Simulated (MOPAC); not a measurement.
MOPAC input (PM7):

```
PM7 FORCE THERMO(298,298) PRECISE LET UHF MS=0.5 GEO-OK AUX(PRECISION=9) THREADS=1
H4ClSi2

Si   -1.74615712 1   -0.33703576 1    0.00296254 1
Si    0.34232458 1   -0.67800923 1    0.34987410 1
Cl    1.34119107 1    0.97235266 1   -0.32683666 1
H    -2.37912294 1   -0.71178625 1   -1.24272932 1
H    -2.57937989 1    0.32558047 1    0.98253400 1
H     0.84091181 1   -1.86159106 1   -0.36038004 1
H     0.64853007 1   -0.87094463 1    1.77216584 1
```

Output:

```
 *******************************************************************************
 **                                                                           **
 **                              MOPAC v23.2.5                                **
 **                                                                           **
 *******************************************************************************
 ** MOPAC's Digital Object Identifier: https://doi.org/10.5281/zenodo.6511958 **
 **                                                                           **
 ** Please cite the open-source release paper for use of this MOPAC version:  **
 ** J. E. Moussa and J. J. P. Stewart (2026)                                  **
 ** MOPAC: An open-source semiempirical molecular orbital program             **
 ** J. Open Source Softw., 11(119), 8025, https://doi.org/10.21105/joss.08025 **
 *******************************************************************************

                              PM7 CALCULATION RESULTS

 *******************************************************************************
 *  PM7        - The PM7 Hamiltonian to be used
 *  GEO-OK     - OVERRIDE INTERATOMIC DISTANCE AND OTHER SAFETY CHECKS
 *  UHF        - UNRESTRICTED HARTREE-FOCK CALCULATION
 *  MS=        - IN MECI, MAGNETIC COMPONENT OF SPIN =  0.5
 *  LET        - OVERRIDE SOME SAFETY CHECKS
 *  PRECISE    - TIGHTER CRITERIA TO BE USED
 *  FORCE      - FORCE CALCULATION SPECIFIED
 *  AUX        - OUTPUT AUXILIARY INFORMATION
 *  THERMO     - THERMODYNAMIC QUANTITIES TO BE CALCULATED
 *******************************************************************************
PM7 FORCE THERMO(298,298) PRECISE LET UHF MS=0.5 GEO-OK AUX(PRECISION=9) THREADS=1
 H4ClSi2

   ATOM   CHEMICAL          X               Y               Z
  NUMBER   SYMBOL      (ANGSTROMS)     (ANGSTROMS)     (ANGSTROMS)

     1      Si         -1.74615712  *  -0.33703576  *   0.00296254  *
     2      Si          0.34232458  *  -0.67800923  *   0.34987410  *
     3      Cl          1.34119107  *   0.97235266  *  -0.32683666  *
     4       H         -2.37912294  *  -0.71178625  *  -1.24272932  *
     5       H         -2.57937989  *   0.32558047  *   0.98253400  *
     6       H          0.84091181  *  -1.86159106  *  -0.36038004  *
     7       H          0.64853007  *  -0.87094463  *   1.77216584  *

          CARTESIAN COORDINATES

    NO.       ATOM           X           Y           Z

     1        Si         -1.7462     -0.3370      0.0030
     2        Si          0.3423     -0.6780      0.3499
     3        Cl          1.3412      0.9724     -0.3268
     4         H         -2.3791     -0.7118     -1.2427
     5         H         -2.5794      0.3256      0.9825
     6         H          0.8409     -1.8616     -0.3604
     7         H          0.6485     -0.8709      1.7722

 General Reference for PM7:
 "Optimization of Parameters for Semiempirical Methods VI: More Modifications to the
 NDDO Approximations and Re-optimization of Parameters", J. J. P. Stewart, J. Mol. Mod., 1:32, 19 (2013)
 https://link.springer.com/article/10.1007/s00894-012-1667-x

           Empirical Formula: H4 Si2 Cl  =     7 atoms

      MOLECULAR POINT GROUP   :   Cs
[...]
 REDUCED MASS        0.5038         Si2 -- H 7          +0.3% (  4.4%)      0.4%
 EFFECTIVE MASS      1.5900
 FORCE CONSTANT      0.1951

 VIBRATION         11    7A'         ATOM PAIR     ENERGY CONTRIBUTION    RADIAL
 FREQUENCY           834.09         Si2 -- H 6         +48.5% ( 57.3%)      1.4%
 TRANSITION DIPOLE   0.2676         Si2 -- H 7         +48.5% ( 57.3%)      1.4%
 TRAVEL (Ang.)       0.4019         Si1 -- Si2          +1.6% ( 10.3%)     50.2%
 REDUCED MASS        0.5005         Si2 -- Cl3          +1.5% ( 10.1%)      9.7%
 EFFECTIVE MASS      1.4786
 FORCE CONSTANT      0.2052

 VIBRATION         12    5A"         ATOM PAIR     ENERGY CONTRIBUTION    RADIAL
 FREQUENCY          2269.76         Si2 -- H 6         +49.8% ( 71.3%)     98.5%
 TRANSITION DIPOLE   0.3797         Si2 -- H 7         +49.8% ( 71.3%)     98.5%
 TRAVEL (Ang.)       0.2414         Si1 -- Si2          +0.2% (  4.5%)      0.0%
 REDUCED MASS        0.5098         Si2 -- Cl3          +0.2% (  4.5%)      0.0%
 EFFECTIVE MASS      1.3939
 FORCE CONSTANT      1.5474

 VIBRATION         13    8A'         ATOM PAIR     ENERGY CONTRIBUTION    RADIAL
 FREQUENCY          2282.48         Si2 -- H 7         +49.9% ( 70.2%)     98.2%
 TRANSITION DIPOLE   0.3017         Si2 -- H 6         +49.9% ( 70.2%)     98.2%
 TRAVEL (Ang.)       0.2444
 REDUCED MASS        0.4948
 EFFECTIVE MASS      1.2089
 FORCE CONSTANT      1.5187

 VIBRATION         14    9A'         ATOM PAIR     ENERGY CONTRIBUTION    RADIAL
 FREQUENCY          2334.89         Si1 -- H 5         +49.9% ( 70.3%)     98.2%
 TRANSITION DIPOLE   0.2135         Si1 -- H 4         +49.9% ( 70.3%)     98.2%
 TRAVEL (Ang.)       0.2417
 REDUCED MASS        0.4944
 EFFECTIVE MASS      1.1724
 FORCE CONSTANT      1.5881

 VIBRATION         15    6A"         ATOM PAIR     ENERGY CONTRIBUTION    RADIAL
 FREQUENCY          2340.37         Si1 -- H 4         +49.9% ( 71.2%)     98.7%
 TRANSITION DIPOLE   0.2980         Si1 -- H 5         +49.9% ( 71.2%)     98.7%
 TRAVEL (Ang.)       0.2355         Si1 -- Si2          +0.2% (  4.9%)      0.0%
 REDUCED MASS        0.5195
 EFFECTIVE MASS      1.4580
 FORCE CONSTANT      1.6764

      SYMMETRY NUMBER FOR POINT-GROUP Cs  =  1

          SYSTEM IS A GROUND STATE

 H4ClSi2

          MOLECULE IS NOT LINEAR

          THERE ARE 15 GENUINE VIBRATIONS IN THIS SYSTEM
          THIS THERMODYNAMICS CALCULATION IS LIMITED TO
          MOLECULES WHICH HAVE NO INTERNAL ROTATIONS

                    CALCULATED THERMODYNAMIC PROPERTIES
                                          *
   TEMP. (K)   PARTITION FUNCTION   H.O.F.    ENTHALPY  HEAT CAPACITY ENTROPY
                                   KCAL/MOL   CAL/MOLE    CAL/K/MOL  CAL/K/MOL

 298.00  VIB.     0.1953D+02                  1953.8396    13.3448    12.4624
         ROT.     0.1062D+06                   888.2803     2.9808    25.9793
         INT.     0.2075D+07                  2842.1199    16.3256    38.4417
         TRA.     0.9045D+27                  1480.4672     4.9680    39.5834
         TOT.                      -13.697    4322.5871    21.2936    78.0251

   *: NOTE: HEATS OF FORMATION ARE RELATIVE TO THE
            ELEMENTS IN THEIR STANDARD STATE AT 298K
              (=  Standard Enthalpy of Formation).

            Hvib:  Zero-point energy is not included.
                   frequencies of less than zero cm-1 are not included.
            Hrot = (3/2)RT
            Htra = (3/2)RT + pV = (5/2)RT

            Heat capacity is Cp, not Cv

          For more information, see: HTTP://OpenMOPAC.net/Manual/thermochemistry.html

           FORCE CONSTANT IN CARTESIAN COORDINATES (Millidynes/A)

    ATOM   CHEMICAL       X               Y               Z
   NUMBER   SYMBOL  FORCE CONSTANT  FORCE CONSTANT  FORCE CONSTANT

      1      Si        3.742294        0.527949        4.692284
      2      Si        3.366741        3.936899        4.195101
      3      Cl        0.412896        2.847992        0.160979
      4       H        1.051862        0.053842        2.332039
      5       H        1.051543        0.053824        2.332376
      6       H        0.655982        0.838439        2.006627
      7       H        0.656190        0.838908        2.005949

 **********************
 *                    *
 * JOB ENDED NORMALLY *
 *                    *
 **********************

 == MOPAC DONE ==
```
